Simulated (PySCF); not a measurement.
# Two-component Hartree-Fock for Xe²⁺ (xenon, charge +2)

Start: [Kr] 4d10 5s2 5p4; 5p1/2 filled at m_j = -1/2, +1/2; 5p3/2 filled at m_j = +1/2, +3/2. Calculated with PySCF 2.14 in x2c-TZVPall-2c: generalised Hartree-Fock with the X2C-1e Hamiltonian and a Gaussian nucleus; one run each with spin-orbit coupling (SO) switched off, then screened by Boettger's factors.

```
spinor shell  electrons  ε, spin-free (eV)  ε, screened SO (eV)  weight of nominal j (screened SO)  rms radius, screened SO (bohr)
       1s1/2          2           -34749.1             -34744.8                              1.000                          0.0305
       2s1/2          2            -5528.1              -5526.7                              1.000                           0.124
       2p1/2          2            -4955.5              -5181.4                              1.000                           0.107
       2p3/2          4            -4955.5              -4853.9                              1.000                           0.112
       3s1/2          2            -1191.3              -1190.8                              1.000                           0.326
       3p1/2          2            -1002.0              -1046.0                              1.000                           0.318
       3p3/2          4            -1002.0              -981.85                              1.000                           0.330
       3d3/2          4            -721.69              -729.31                              1.000                           0.302
       3d5/2          6            -721.69              -716.00                              1.000                           0.305
       4s1/2          2            -250.57              -250.30                              1.000                           0.762
       4p1/2          2            -187.95              -196.77                              1.000                           0.796
       4p3/2          4            -187.95              -183.65                              1.000                           0.825
       4d3/2          4            -93.752              -94.874                              0.995                           0.937
       4d5/2          6            -93.752              -92.638                              0.996                           0.946
       5s1/2          2            -45.876              -45.789                              0.999                            1.93
       5p1/2          2            -31.656              -32.760                              0.724                            2.21
       5p3/2          2            -31.656              -30.787                              0.766                            2.27
```

| quantity | spin-free | screened SO |
| --- | --- | --- |
| E (hartree) | -7441.17156 | -7443.60729 |
| M_J | 2 | 2 |
| ⟨J²⟩ | 6.011 | 6.023 |
| ⟨L²⟩ | 2.008 | 2.438 |
| ⟨S²⟩ | 2.003 | 1.828 |

Each row is a mean over spinors that exchange with the open shell spreads, by up to 5.050 eV (5s1/2).

Rows whose weight is well below 1 are mixtures of j = l ± 1/2: exchange outweighs spin-orbit coupling there, and the label is only the starting occupation.

Breit and QED terms are absent; they matter most for the inner s and p1/2 levels.

Densities and radii are taken from the X2C orbitals without a picture-change correction, which distorts them close to the nucleus.

Without spin-orbit coupling the j labels of p, d and f shells carry no meaning; the spin-free column gives the mean over the occupied spinors of each nl shell.
